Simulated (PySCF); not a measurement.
## Do core-level shifts follow atomic charges?

Species: C4H7NSi.
Atom-mapped SMILES: `[H]/[N:1]=[CH:2]\[CH2:3][C:4]#[C:5][SiH3:6]`

Binding energies: delta-SCF UKS SCAN, pcX-2 on the ionised atom, pcseg-1 elsewhere, spin-free X2C in PySCF 2.14.0. Charges: PBE0/pcSseg-1 ground-state density, for the ionised atom.

```json
{"atom": "C5", "environment": "alkyne carbon", "C 1s (eV)": "289.89", "Mulliken (e)": "-0.455", "IAO (e)": "-0.363", "Hirshfeld (e)": "-0.169", "ESP (e)": "-0.451"}
{"atom": "C4", "environment": "alkyne carbon", "C 1s (eV)": "290.53", "Mulliken (e)": "+0.029", "IAO (e)": "-0.010", "Hirshfeld (e)": "-0.026", "ESP (e)": "+0.211"}
{"atom": "C3", "environment": "propargylic carbon", "C 1s (eV)": "291.90", "Mulliken (e)": "-0.168", "IAO (e)": "-0.324", "Hirshfeld (e)": "-0.053", "ESP (e)": "-0.465"}
{"atom": "C2", "environment": "imine carbon", "C 1s (eV)": "292.12", "Mulliken (e)": "+0.013", "IAO (e)": "+0.049", "Hirshfeld (e)": "+0.057", "ESP (e)": "+0.522"}
```

Q: Give the correlation coefficient and slope of binding energy on charge for each scheme.

A: Hirshfeld: r = 0.79, slope 9.1 eV per e; Mulliken: r = 0.58, slope 2.8 eV per e; ESP: r = 0.37, slope 0.8 eV per e; IAO: r = 0.36, slope 1.8 eV per e. Hirshfeld charges have the highest r, on only 4 points.

Q: The point-charge model writes a binding energy as kq + V + constant, with V the potential of the other atoms' charges at the site. What does it give with the IAO charges?

A: V = Σ 14.40 eV Å × q/r over all other atoms: +3.19 eV at C5, -3.03 eV at C4, +4.22 eV at C3, -2.26 eV at C2. Fitting binding energy − V to q gives k = 18.7 eV per e and leaves an rms residual of 0.13 eV, against 0.87 eV for the fit on q alone. The model has no term for differences in relaxation between sites.

Geometry: GFN2-xTB, one conformer, isolated molecule.

Conformer computed: `[H]/[N:1]=[CH:2]\[CH2:3][C:4]#[C:5][SiH3:6]`: N1–C2–C3–C4 1°.
